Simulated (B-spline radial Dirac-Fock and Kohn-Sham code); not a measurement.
# Dipole and non-dipole photoemission parameters of Al 1s

System: the Al atom in the configuration [Ne] 3s2 3p1; threshold 1559.0 eV (tabulated edge). Method: Dirac-Hartree-Slater photoionisation with a Latter tail; cross sections with all multipoles, angular parameters from the dipole term and its interference with E2. Computed with a radial B-spline solver.

Input file task.json (cfg lists n, l and occupation; rrms is the nuclear radius in fm):

```json
{"items": [{
  "Z": 13,
  "q": 0,
  "cfg": [[1, 0, 2], [2, 0, 2], [2, 1, 6], [3, 0, 2], [3, 1, 1]],
  "A": 27,
  "rrms": 3.061,
  "do": "xps",
  "hv": [174.0, 191.0, 214.0, 256.0, 400, 406.0, 563.0, 600, 912.0, 1000, 1020.0, 1100.0, 1253.6, 1350.0, 1690.0, 1720.0, 1960.0, 2080.0, 2740.0, 3730.0, 4000, 5414.7, 9251.7, 9260.0, 9910.0, 11200.0, 11600.0, 12700.0, 15000],
  "edges": {"K": 1559.0, "L1": 117.8, "L2": 72.9, "L3": 72.5}
}]}
```

Command: `python xray2_run.py task.json out`

| hν (eV) | σ (kb) | β | γ |
| --- | --- | --- | --- |
| 1690 | 146 | 2.000 | 0.000 |
| 1720 | ? | ? | ? |
| 1960 | 99.7 | 2.000 | 0.228 |
| 2080 | 85.8 | 2.000 | 0.303 |
| 2740 | 42.0 | 2.000 | 0.607 |
| 3730 | 18.3 | 2.000 | 0.923 |
| 4000 | 15.1 | 2.000 | 0.995 |
| 5414.7 | 6.43 | 2.000 | 1.317 |
| 9251.7 | 1.35 | 2.000 | 1.956 |
| 9260 | 1.35 | 2.000 | 1.957 |
| 9910 | 1.10 | 2.000 | 2.047 |
| 11200 | 0.762 | 2.000 | 2.215 |
| 11600 | 0.685 | 2.000 | 2.265 |
| 12700 | 0.521 | 2.000 | 2.395 |
| 15000 | 0.314 | 1.999 | 2.647 |

Question: Give the values at 1720 eV.

Answer: σ = 139 kb, β = 2.000, γ = 0.031. For an s subshell δ is negligible.
